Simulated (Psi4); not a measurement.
Two rigid molecules brought together: H8Ge3 ··· H2O (SMILES [GeH3][GeH2][GeH3] and O), singlet. Monomers: optimised at B3LYP-D3(BJ) (def2-TZVP), held rigid. Orientation: lowest of the rigid-body minima from ten starts at GFN2-xTB. Only R, the distance of the centres of mass, is varied, so the lowest point isn't the relaxed dimer.

PBE/def2-TZVP, counterpoise-corrected (Psi4); PBE-D3(BJ)/def2-TZVP, counterpoise-corrected (Psi4); PBE0/def2-TZVP, counterpoise-corrected (Psi4); wB97X-D/def2-TZVP, counterpoise-corrected (Psi4).

Interaction energies in kcal/mol; the last columns give the difference from wB97X-D:

```tsv
R / Å	PBE/def2-TZVP	PBE-D3(BJ)/def2-TZVP	PBE0/def2-TZVP	wB97X-D/def2-TZVP	PBE/def2-TZVP − wB97X-D/def2-TZVP	PBE-D3(BJ)/def2-TZVP − wB97X-D/def2-TZVP	PBE0/def2-TZVP − wB97X-D/def2-TZVP
2.19	10.50	8.26	9.65	8.84	1.67	-0.57	0.82
2.38	5.85	3.76	5.15	3.91	1.94	-0.15	1.24
2.57	2.84	0.92	2.29	0.86	1.98	0.06	1.44
2.76	0.97	-0.78	0.56	-0.98	1.94	0.20	1.54
3.00	-0.34	-1.86	-0.59	-2.08	1.74	0.22	1.49
3.28	-0.96	-2.22	-1.08	-2.34	1.38	0.11	1.26
3.60	-1.08	-2.07	-1.10	-2.05	0.97	-0.01	0.95
4.08	-0.84	-1.48	-0.79	-1.37	0.54	-0.11	0.58
4.75	-0.42	-0.75	-0.37	-0.68	0.26	-0.06	0.31
5.73	-0.10	-0.23	-0.09	-0.22	0.12	-0.01	0.13
7.10	-0.01	-0.05	-0.01	-0.05	0.04	0.00	0.04
```

PBE/def2-TZVP is furthest from wB97X-D/def2-TZVP at 2.57 (1.98 kcal/mol, above); its mean absolute difference over the points is 1.14 kcal/mol.

PBE-D3(BJ)/def2-TZVP is furthest from wB97X-D/def2-TZVP at 2.19 (-0.57 kcal/mol, below); its mean absolute difference over the points is 0.14 kcal/mol.

PBE0/def2-TZVP is furthest from wB97X-D/def2-TZVP at 2.76 (1.54 kcal/mol, above); its mean absolute difference over the points is 0.89 kcal/mol.
